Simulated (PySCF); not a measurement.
## Core-level binding energies of GeHCl3

Compound: GeHCl3.
Z-matrix (Å and degrees, PBE0-D3(BJ)/def2-SVP geometry), rows numbered from 1:
```
Ge
H   1  1.5262
Cl  1  2.1345  2  110.72
Cl  1  2.1357  2  110.87  3  -120.04
Cl  1  2.1350  2  110.83  3   119.86
```

Method used: PySCF, delta-SCF UKS SCAN, pcX-2 on the ionised atom, pcseg-1 elsewhere, spin-free X2C. Vertical ΔSCF values, vacuum level as zero.

Problem. Give the core binding energies atom by atom.

Solution. 
```
    atom(s)  bonded to     level  binding energy (eV)  2p1/2 (eV)  count
Cl3/Cl4/Cl5         Ge  Cl 2p3/2               206.38      208.04      3
Cl3/Cl4/Cl5         Ge     Cl 1s              2828.99           –      3
```

Problem. Which photon wavelength matches the Cl 2p3/2 of Cl3/Cl4/Cl5 threshold?

Solution. λ = hc/E = 12398.42 eV Å / 206.38 eV = 60.076 Å.

Atoms equivalent by their bonding share one computed value, that of the first of them. For 2p shells one spin-free hole was relaxed; a mean-field spin–orbit operator and the ground-state splitting of the three 2p orbitals were then diagonalised within the shell. The shell's mean is (2 × 2p3/2 + 2p1/2)/3, and the degeneracies 2j + 1 give areas of 2:1. 2p1/2 minus 2p3/2 (ligand field included): Cl 1.65 eV. No level of germanium is listed. Geometry: PBE0-D3(BJ)/def2-SVP; no solvent, vibrations or thermal averaging.
